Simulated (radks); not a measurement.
Values are calculated unless marked as measured or tabulated.
Problem. The table gives one normalised radial function P(r) = r R(r) of Pt50+ in [Ar] 3d10 (r in bohr). Level of theory: scalar-relativistic Kohn-Sham, LB94 model potential, spin-polarised, spherical densities, finite nucleus; Fermi nuclear charge, rms radius 5.427 fm (a radial shooting solver on a logarithmic mesh with Libxc functionals).

r,P
0.000891,0.0095
0.001237,0.0163
0.001703,0.0277
0.002365,0.0475
0.003283,0.0812
0.004557,0.1378
0.006275,0.2278
0.008711,0.3731
0.01209,0.5903
0.01679,0.8860
0.02312,1.2189
0.03209,1.4937
0.04455,1.4755
0.06185,0.8817
0.08517,-0.3409
0.1182,-1.8130
0.1641,-2.5774
0.2278,-2.0808
0.3138,-0.9740
0.4356,-0.2210
0.6046,-0.0193

Which n and l does it have? It may be an empty orbital.

Solution. n = 3, l = 1: the number of nodes gives n - l - 1 = 1, the rise at small r (about r^(l+1), flatter next to the nucleus through relativity) gives l, and the extent must fit the shell. The curve is that of 3p. 3p: eigenvalue -5286.0 eV, 1 radial node at r = 0.0788 bohr, <r> = 0.184 bohr, 90 % of the charge inside 0.273 bohr.
